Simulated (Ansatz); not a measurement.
Molecule: GeI2 (charge +1, doublet). SMILES of the parent species: [Ge]([I])[I]

Atoms: Ge1, I2, I3. Bonds: Ge1-I2, Ge1-I3.

Bond lengths (Å) and angles (degrees) optimised at HF/STO-3G with Ansatz (a program for electronic structure); HF/3-21G with Ansatz; PBE/LANL2DZ with Ansatz; B3LYP/LANL2DZ with Ansatz, each started from the B3LYP-D3(BJ)/def2-TZVP structure (Ansatz) of the last column. A row stands for all coordinates that are equal there. No wavenumbers were computed at HF/STO-3G, PBE/LANL2DZ, so these may be saddle points.

```tsv
coordinate	HF/STO-3G	HF/3-21G	PBE/LANL2DZ	B3LYP/LANL2DZ	B3LYP-D3(BJ)/def2-TZVP
Ge1-I2	2.430	2.591	2.591	2.592	2.479
I2-Ge1-I3	121.6	123.4	120.7	121.1	121.0
```

Mean signed difference of all 2 bond lengths from B3LYP-D3(BJ)/def2-TZVP: HF/STO-3G -0.049 Å, HF/3-21G 0.112 Å, PBE/LANL2DZ 0.111 Å, B3LYP/LANL2DZ 0.113 Å.
